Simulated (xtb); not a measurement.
C2H8Si, triplet, at the geometry of the source list (a higher spin typed on purpose: for a closed-shell molecule this is an excited state). Base run: GFN2-xTB (xtb).

Geometry (Å):
```xyz
11

Si     0.0511    -0.5798    -0.4979
C      1.4695     0.5942    -0.0335
C     -1.5135    -0.0947     0.4624
H      0.4259    -1.9603    -0.1616
H     -0.2099    -0.4883    -1.9410
H      1.2274     1.6261    -0.2731
H      2.3789     0.3391    -0.5695
H      1.6926     0.5489     1.0290
H     -2.3425    -0.7514     0.2154
H     -1.8223     0.9217     0.2339
H     -1.3571    -0.1555     1.5360
```
Charge 0, spin multiplicity 3.
All else is at xtb's defaults.
Base energy -9.82667 Eh.

Each row names what was changed in the base input (with any setting that the change needs).

```json
[
 {"change": "base", "ΔE vs base (kcal/mol)": "0.000", "dipole (D)": "2.30", "SCF cycles": "75"},
 {"change": "etemp = 3000", "ΔE vs base (kcal/mol)": "-15.81", "dipole (D)": "1.39", "SCF cycles": "15"},
 {"change": "acc = 0.0001", "ΔE vs base (kcal/mol)": "0.000", "dipole (D)": "2.30", "SCF cycles": "86"},
 {"change": "etemp = 10000", "ΔE vs base (kcal/mol)": "-72.4", "dipole (D)": "1.49", "SCF cycles": "12"},
 {"change": "acc = 0.1", "ΔE vs base (kcal/mol)": "0.000", "dipole (D)": "2.30", "SCF cycles": "80"},
 {"change": "acc = 30", "ΔE vs base (kcal/mol)": "0.000", "dipole (D)": "2.30", "SCF cycles": "69"}
]
```
